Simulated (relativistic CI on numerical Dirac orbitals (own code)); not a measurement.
# Charge states of dysprosium

Computed by Dirac-Coulomb-Breit CI, orbitals from a KLI potential per configuration, model QED (radiative potential, 1s self-energy scaled to tabulated hydrogen-like ionisation energies), valence Slater integrals scaled by 0.9 (own radial code, finite nucleus).

Each species is treated in one configuration, given outside its closed core. Radial values are for the open shell of highest l, unscaled and averaged over j; ζ includes the Breit term. Labels give the leading LS character, summed over repeated terms.

```tsv
Ion	Configuration	Its lowest level	LS weight (%)	F² (cm⁻¹)	F⁴ (cm⁻¹)	⟨r⟩ (bohr)	⟨r²⟩ (bohr²)	ζ (cm⁻¹)
Dy²⁹⁺	4d	²D3/2	100			0.5029	0.2888	32100
Dy³⁰⁺	3d¹⁰4s²4p⁶	¹S0	100					
Dy³¹⁺	3d¹⁰4s²4p⁵	²P°3/2	100			0.4907	0.2722	267500
Dy³²⁺	3d¹⁰4s²4p⁴	³P2	71	210300		0.4873	0.2685	272100
Dy³³⁺	3d¹⁰4s²4p³	J = 3/2 (mixed)	45	211600		0.484	0.2648	276800
Dy³⁴⁺	3d¹⁰4s²4p²	³P0	72	212900		0.4807	0.2613	281500
Dy³⁵⁺	3d¹⁰4s²4p	²P°1/2	100			0.4775	0.2578	286200
Dy³⁶⁺	3d¹⁰4s²	¹S0	100					
Dy³⁷⁺	3d¹⁰4s	²S1/2	100			0.4616	0.2395	
Dy³⁸⁺	3d¹⁰	¹S0	100					
Dy³⁹⁺	3d⁹	²D5/2	100			0.2035	0.04821	122000
Dy⁴⁰⁺	3d⁸	³F4	89	504300	325100	0.2016	0.04729	124600
Dy⁴¹⁺	3d⁷	⁴F9/2	62	509600	328600	0.1998	0.0464	127400
Dy⁴²⁺	3d⁶	?	?	?	?	?	?	?
Dy⁴³⁺	3d⁵	J = 5/2 (mixed)	28	520000	335800	0.1963	0.0447	132900
Dy⁴⁴⁺	3d⁴	³P0	59	525300	339300	0.1946	0.04389	135800
Dy⁴⁵⁺	3d³	J = 3/2 (mixed)	49	530400	342900	0.1929	0.0431	138700
Dy⁴⁶⁺	3d²	³F2	75	535600	346400	0.1913	0.04234	141700
Dy⁴⁷⁺	3d	²D3/2	100			0.1897	0.0416	144700
Dy⁴⁸⁺	3s²3p⁶	¹S0	100					
Dy⁴⁹⁺	3s²3p⁵	²P°3/2	100			0.2112	0.05161	1.086e+06
Dy⁵⁰⁺	3s²3p⁴	³P2	69	467100		0.21	0.05104	1.1e+06
Dy⁵¹⁺	3s²3p³	J = 3/2 (mixed)	47	469500		0.2089	0.05047	1.115e+06
Dy⁵²⁺	3s²3p²	³P0	70	471800		0.2077	0.04992	1.129e+06
```

Question: Fill in the row of Dy⁴²⁺.

Answer: Its lowest level J = 4 (mixed); LS weight (%) 39; F² (cm⁻¹) 514800; F⁴ (cm⁻¹) 332200; ⟨r⟩ (bohr) 0.198; ⟨r²⟩ (bohr²) 0.04553; ζ (cm⁻¹) 130100.
